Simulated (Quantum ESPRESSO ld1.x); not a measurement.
Results of a calculation; reference values are marked as such.
Problem. The mean radii <r> (bohr) of the occupied orbitals of an atom or ion are listed with their occupations. Level of theory: scalar-relativistic Kohn-Sham, LDA (Slater exchange, VWN5 correlation), spin-polarised, spherical densities, point nucleus (ld1.x of Quantum ESPRESSO 7.5).

orbital  occ.      <r>
1s up       1  0.02276
1s down     1  0.02276
2s up       1  0.09707
2s down     1  0.09707
2p up       3  0.08550
2p down     3  0.08550
3s up       1   0.2553
3s down     1   0.2552
3p up       3   0.2535
3p down     3   0.2535
3d up       5   0.2311
3d down     5   0.2310
4s up       1   0.5795
4s down     1   0.5795
4p up       3   0.6137
4p down     3   0.6137
4d up       5   0.6712
4d down     5   0.6715
5s up       1    1.403
5s down     1    1.410
5p up       3    1.642
5p down     3    1.653
4f up       4   0.9811
4f down     2    1.004

Name the element and its charge.

Solution. Z = 62, samarium, charge +2: Sm2+ in [Xe] 4f(up 4, down 2). The 1s radius gives Z: for a bare nucleus <r> = (2 gamma + 1)/(2Z) with gamma = sqrt(1 - (Z/c)^2), 0.02245 bohr for Z = 62, and screening makes it slightly larger (0.02276 here). The occupations add up to 60, and the charge is Z minus that.
